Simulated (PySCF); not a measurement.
# Te (tellurium, neutral): UHF calculation

Configuration: [Kr] 4d10 5s2 5p3 6s1, high-spin 5S determinant (an excited configuration). Computed with PySCF 2.14 in aug-cc-pwCVTZ-DK3 with one added diffuse shell each of s, p, d, f type (11s10p8d5f1g, 125 functions), with the spin-free X2C one-electron Hamiltonian (Gaussian nucleus).

| Quantity | Value |
| --- | --- |
| Total energy | -6790.461059 hartree |
| One-electron energy | -9311.3373 hartree |
| Hartree (Coulomb) energy | 2695.6138 hartree |
| Exchange energy | -174.7375 hartree |
| ⟨S²⟩ | 6.0019 |
| ⟨L²⟩ | 0.000 |
| Sum of ⟨r⟩ | 40.81 bohr |
| Sum of ⟨r²⟩ | 98.43 bohr² |
| Langevin diamagnetic susceptibility | -78.0 ×10⁻⁶ cm³/mol |

```tsv
shell	electrons	mean orbital energy (hartree)	rms radius, mean of both spins (bohr)
1s α	1	-1174.97516	0.0320
1s β	1	-1174.96837	0.0320
2s α	1	-183.90740	0.130
2s β	1	-183.90472	0.130
2p α	3	-164.97801	0.116
2p β	3	-164.97208	0.116
3s α	1	-38.26653	0.343
3s β	1	-38.25873	0.343
3p α	3	-31.94548	0.343
3p β	3	-31.93477	0.343
3d α	5	-22.34748	0.322
3d β	5	-22.34354	0.322
4s α	1	-7.27712	0.814
4s β	1	-7.25707	0.814
4p α	3	-5.22157	0.878
4p β	3	-5.19953	0.878
4d α	5	-2.12007	1.05
4d β	5	-2.10361	1.05
5s α	1	-1.00303	2.21
5s β	1	-0.73759	2.21
5p α	3	-0.52769	2.68
6s α	1	-0.11823	6.94
```

The outer electron is Rydberg-like, and this basis confines it to a smaller radius and binds it less than a complete one would.

Densities and radii are taken from the X2C orbitals without a picture-change correction, which distorts them close to the nucleus.

Spin-orbit constants ζ (cm⁻¹) from the X2C one-electron operator on these orbitals: bare nucleus, nucleus screened by l(l+1)(2l+1)/3 electrons, and screened by the Breit-Pauli mean field of the electrons.

```csv
shell,bare,screened nucleus,mean field
2p,1466000,1409000,n/a
3p,276700,266100,n/a
3d,41920,33850,n/a
4p,50100,48170,n/a
4d,5568,4497,n/a
5p,4427,4257,n/a
```
